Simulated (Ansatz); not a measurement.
(KH)3 ring (K3H3). Charge 0, multiplicity 3. Geometry r2SCAN-D4/def2-TZVP, that of the neutral singlet.

Cartesian coordinates in Å:
```
K -0.306 -2.450 0.428
H -1.654 -0.755 1.614
K -1.398 1.672 1.236
H 0.297 2.377 -0.415
K 1.705 0.778 -1.664
H 1.356 -1.622 -1.200
```

At PBE-D4/def2-TZVP, r2SCAN-D4/def2-TZVP the gap within one spin of the charge 0 triplet nearly closes, so an electron or hole may be smeared out by delocalisation error. At PBE0-D4/def2-TZVP a singlet of charge 0 lies 3.48 eV below the triplet at the same geometry.

Problem. Estimate the α-spin orbital energies around the gap (eV) in Ansatz with PBE-D4/def2-TZVP, r2SCAN-D4/def2-TZVP, PBE0-D4/def2-TZVP.

Solution. 
| orbital | PBE-D4/def2-TZVP | r2SCAN-D4/def2-TZVP | PBE0-D4/def2-TZVP |
| --- | --- | --- | --- |
| HOMO−5 | -18.30 | -18.83 | -20.36 |
| HOMO−4 | -18.28 | -18.82 | -20.35 |
| HOMO−3 | -6.55 | -7.36 | -9.14 |
| HOMO−2 | -5.75 | -5.86 | -6.53 |
| HOMO−1 | -5.51 | -5.61 | -6.24 |
| HOMO | -1.61 | -1.54 | -1.88 |
| LUMO | -1.58 | -1.42 | -1.22 |
| LUMO+1 | -1.55 | -0.92 | -0.78 |
| LUMO+2 | -0.98 | -0.75 | -0.64 |
| LUMO+3 | -0.61 | -0.34 | -0.10 |
| LUMO+4 | -0.09 | 0.10 | 0.45 |
| LUMO+5 | -0.06 | 0.41 | 0.52 |
| β HOMO | -4.83 | -4.75 | -5.32 |
| β LUMO | -4.94 | -4.82 | -4.47 |
